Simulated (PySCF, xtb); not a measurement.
# Relative energy of two structures of CH2OSn

Structure a is a singlet given by its coordinates and structure b is `[CH2]1[O][Sn]1`, a singlet. Both are isolated molecules in the gas phase, relaxed with B3LYP-D3(BJ)/def2-SVP.

a (Å):

```yaml
atoms:
  - { symbol: C, position_ang: [0.6590, 0.7801, 0.6446] }
  - { symbol: O, position_ang: [0.7526, 1.9072, 0.6784] }
  - { symbol: Sn, position_ang: [0.3044, -1.5709, 0.4377] }
  - { symbol: H, position_ang: [0.4134, -1.4304, 2.2170] }
  - { symbol: H, position_ang: [2.0843, -1.5122, 0.2762] }
```

Close contacts (Å): C1–O2 1.13, C1–Sn3 2.39, Sn3–H4 1.79, Sn3–H5 1.79.

b (Å):

```json
{"atom": "C", "x (Å)": "0.1667", "y (Å)": "0.2188", "z (Å)": "0.2674"}
{"atom": "O", "x (Å)": "-1.0039", "y (Å)": "0.3006", "z (Å)": "-0.4926"}
{"atom": "Sn", "x (Å)": "-1.1337", "y (Å)": "1.9484", "z (Å)": "0.7534"}
{"atom": "H", "x (Å)": "0.2253", "y (Å)": "-0.6292", "z (Å)": "0.9703"}
{"atom": "H", "x (Å)": "1.1088", "y (Å)": "0.3866", "z (Å)": "-0.2810"}
```

Question: Estimate E(b) − E(a) at the level CCSD(T)/def2-TZVP.

Answer: Calculated at CCSD(T)/def2-TZVP: E(b) − E(a) = −13.1 kJ/mol, so structure b lies lower.

The same difference at several levels:

```json
{"level": "GFN2-xTB", "geometry": "GFN2-xTB", "E(b) − E(a) (kJ/mol)": "−58.2", "departure from the last row (kJ/mol)": "−45.1", "job, with rough time for the two": "optimisation, 0.58 s"}
{"level": "HF/STO-3G", "geometry": "GFN2-xTB", "E(b) − E(a) (kJ/mol)": "−76.8", "departure from the last row (kJ/mol)": "−63.7", "job, with rough time for the two": "single point, 4.3 s"}
{"level": "r2SCAN-D4/def2-SVP", "geometry": "GFN2-xTB", "E(b) − E(a) (kJ/mol)": "−20.3", "departure from the last row (kJ/mol)": "−7.1", "job, with rough time for the two": "single point, 28 s"}
{"level": "B3LYP-D3(BJ)/def2-SVP", "geometry": "B3LYP-D3(BJ)/def2-SVP", "E(b) − E(a) (kJ/mol)": "−2.5", "departure from the last row (kJ/mol)": "+10.6", "job, with rough time for the two": "optimisation, 7.2 min"}
{"level": "HF/def2-TZVP", "geometry": "B3LYP-D3(BJ)/def2-SVP", "E(b) − E(a) (kJ/mol)": "+64.1", "departure from the last row (kJ/mol)": "+77.2", "job, with rough time for the two": "part of the CCSD(T) run"}
{"level": "MP2/def2-TZVP", "geometry": "B3LYP-D3(BJ)/def2-SVP", "E(b) − E(a) (kJ/mol)": "−32.4", "departure from the last row (kJ/mol)": "−19.3", "job, with rough time for the two": "part of the CCSD(T) run"}
{"level": "CCSD(T)/def2-TZVP", "geometry": "B3LYP-D3(BJ)/def2-SVP", "E(b) − E(a) (kJ/mol)": "−13.1", "departure from the last row (kJ/mol)": "", "job, with rough time for the two": "single point, 5.6 min"}
```

HF/def2-TZVP puts the two in the other order. The largest departure from CCSD(T)/def2-TZVP is that of HF/def2-TZVP, 77.2 kJ/mol. No reliable frequencies are at hand for a or b, so they aren't confirmed as minima.

The T1 diagnostic of structure b is large, so the coupled-cluster value is less sure. The correlated steps freeze 6 core orbitals; the filled d shell of Sn is correlated, in a basis made for valence electrons. Atoms past krypton carry core potentials in the def2 sets, other sets are all-electron and non-relativistic, and no spin–orbit term is included. Programs: PySCF 2.14.0, xtb 6.7.1; the last row on 2 threads of Intel(R) Xeon(R) Processor @ 2.50GHz (Skylake/Cascade Lake) on a shared host.
